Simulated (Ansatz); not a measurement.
The same path of ClH$_{5}$W (7 atoms, charge 0, multiplicity 1) was run twice with different band settings.

Computed with RKS revPBE-D4/def2-SVP (Ansatz).

Relaxed end points:

```xyz
7
Properties=species:S:1:pos:R:3
W -0.224 -0.346 -0.224
H 0.167 -0.014 1.350
H 1.350 -0.014 0.167
H 0.200 1.230 0.200
H -1.459 0.505 0.584
Cl 0.280 -2.534 0.280
H 0.584 0.505 -1.459
```

```xyz
7
Properties=species:S:1:pos:R:3
W 0.137 -0.272 0.102
H -0.219 0.179 1.689
H 1.431 0.367 0.979
H 1.248 0.624 -0.799
H -1.422 0.329 0.350
Cl 0.241 -2.495 -0.232
H -0.515 0.599 -1.189
```

Common settings: movable images 5; climbing image yes; optimiser quadratic models (default); start path through a guess of the saddle point; force threshold 0.03 eV/Å; iteration limit 60; end points relaxed.

| run | spring |
| --- | --- |
| 1 | 5.0 eV/Å² |
| 2 | 50.0 eV/Å² |

(1) What does each run give, and how far can it be trusted?

Results:

(1) Run 1: converged after 17 iterations, highest image 0.033 eV above the first end. The profile has 2 maxima (images 1, 4) with wells between them (image 3): this band takes more than one step, which may be the mechanism or a detour left from its start path. A vibrational analysis at the climbing image gives one clearly imaginary mode, 406i cm⁻¹: a first-order saddle point.
Run 2: converged after 14 iterations, highest image 0.033 eV above the first end. The profile has 2 maxima (images 1, 4) with wells between them (image 3): this band takes more than one step, which may be the mechanism or a detour left from its start path. Another band between the same ends (5 images) ends at a top of the same energy, where a vibrational analysis finds 1 clearly imaginary mode.
